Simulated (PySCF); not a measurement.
SMILES OB(O)[SiH2]C#C (C2H5BO2Si) (GFN2-xTB optimised geometry):

```
11

C      2.543    -0.709    -2.798
C      2.144    -0.447    -1.694
Si     1.482    -0.053     0.000
B     -0.490    -0.053     0.000
O     -1.144     1.134     0.000
O     -1.144    -1.239     0.001
H      2.905    -0.935    -3.761
H      2.105    -1.064     0.878
H      2.104     1.239     0.348
H     -2.105     1.124    -0.012
H     -2.105    -1.230    -0.013
```

Method: CAM-B3LYP/def2-TZVP (PySCF).

### Question
What are the frontier orbital energies and the dipole moment?

### Answer
HOMO-2 -10.70 eV, HOMO-1 -9.21 eV, HOMO -9.11 eV, LUMO 0.66 eV, LUMO+1 0.86 eV; dipole moment 3.67 D.

On the same geometry PBE/def2-TZVP run with PySCF gives HOMO-2 -7.93 eV, HOMO-1 -6.64 eV, HOMO -6.57 eV, LUMO -1.40 eV, LUMO+1 -0.75 eV; dipole moment 3.62 D.

Meta-Löwdin charges at CAM-B3LYP/def2-TZVP: C1 -0.18, C2 -0.27, Si3 0.53, B4 0.28, O5 -0.51, O6 -0.51, H7 0.17, H8 -0.09, H9 -0.09, H10 0.34, H11 0.34.
